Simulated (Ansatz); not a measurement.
Molecule: sum formula InO$_{3}$H$_{3}$, net charge -1, doublet state. 
Structure (B3LYP-D3(BJ)/def2-TZVP (Ansatz, a quantum-chemistry and plane-wave program) minimum search):
```xyz
7

In    -0.1350    -0.2685    -0.1191
O      1.7528     0.1805    -0.9476
H      2.3584     0.1249    -0.1985
O      0.1968    -0.3280     1.9638
H     -0.3602     0.3790     2.3117
O     -1.2816     1.4757    -0.4272
H     -0.7254     2.0271    -0.9909
```
Charge -1, spin multiplicity 2.

Basis-set convergence of Hartree-Fock and CCSD correlation energies (hartree) with Ansatz. Correlated levels leave the core frozen unless marked. UHF or UKS for open shells. No spin-orbit coupling. The frozen core is the preceding noble-gas configuration, with the filled d and f shells of earlier blocks. In def2 rows, elements after Kr have scalar-relativistic effective core potentials.

| basis | functions | E(HF) | E(corr, CCSD) |
|---|---|---|---|
| def2-SVPD | 125 | -415.44830 | -0.69918 |
| def2-TZVPPD | 227 | … | … |

Task: Some entries are withheld; supply them.

Result: 
- def2-TZVPPD, E(HF): -415.72081
- def2-TZVPPD, E(corr, CCSD): -0.83675
